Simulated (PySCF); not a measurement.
Tc⁺ (technetium, charge +1) across methods

[Kr] 4d6, high-spin 5D determinant (an excited configuration). Computed with PySCF 2.14 in aug-cc-pVDZ-PP with ECP28MDF, with scalar relativity through the core potential. The B2PLYP total includes its PT2 part (frozen core); its orbital energies are those of the SCF part.

```tsv
method	E (hartree)	mean ε 4p β (eV)	mean ε 4d α (eV)	mean ε 4d β (eV)	Σ⟨r²⟩ (bohr²)	⟨S²⟩
M06-2X	-80.0610	-52.724	-15.436	-13.021	34.39	6.005
r2SCAN	-80.1823	-48.748	-12.686	-10.075	34.59	6.004
PBE0	-80.1511	-50.428	-13.930	-11.387	34.54	6.002
HSE06	-80.1488	-50.024	-13.517	-10.991	34.57	6.002
PBE	-80.1606	-48.045	-12.452	-10.167	34.98	6.001
UHF	-79.58795	-56.493	-17.814	-14.152	34.01	6.006
LDA	-79.9589	-48.181	-12.619	-10.241	35.20	6.002
B2PLYP	-79.9772	-52.780	-15.275	-12.495	34.41	6.004
BLYP	-80.1163	-48.028	-12.245	-10.199	35.15	6.002
```

Energies and moments cover only the electrons outside the core potential.
